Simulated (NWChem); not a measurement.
Molecule: BeGeH4Se; SMILES [SeH][Be][GeH3]

```xyz
7

Be    -0.0036     0.0988     0.0004
Se    -0.0902     2.1380     0.0083
H      1.3531     2.1906    -0.2908
Ge     0.0605    -2.0987    -0.0014
H      0.4785    -2.6830    -1.3685
H      1.0519    -2.6674     1.0372
H     -1.3156    -2.7175     0.3308
```
Atoms are numbered in this order, from 1.

All runs: NWChem. STO-3G and 3-21G are far too small for this property and stand as cheap habits. The geometry was optimised at PBE0/def2-SVP. GIAO values for the isolated, static molecule; σ is the absolute isotropic shielding, δ = σ(reference) − σ with the isolated reference molecule computed at the same levels (1H: tetramethylsilane). Spin-orbit effects, on the heavy nuclei and on their neighbours, are missing.

```
level                σ Be1 (ppm)  σ Se2 (ppm)  δ H3 (ppm)  σ Ge4 (ppm)  δ H5 (rotor mean) (ppm)
-------------------  -----------  -----------  ----------  -----------  -----------------------
BHandHLYP/pcSseg-1             ?            ?           ?            ?                        ?
PBE/pcSseg-1                66.3       1985.8        0.84       1727.3                     3.02
Hartree-Fock/STO-3G         65.5       2798.5        0.10       2547.7                     0.99
```

Q: What belongs in the gaps?

A: 
- BHandHLYP/pcSseg-1, σ Be1 (ppm): 71.9
- BHandHLYP/pcSseg-1, σ Se2 (ppm): 2066.8
- BHandHLYP/pcSseg-1, δ H3 (ppm): 0.74
- BHandHLYP/pcSseg-1, σ Ge4 (ppm): 1790.5
- BHandHLYP/pcSseg-1, δ H5 (rotor mean) (ppm): 2.87
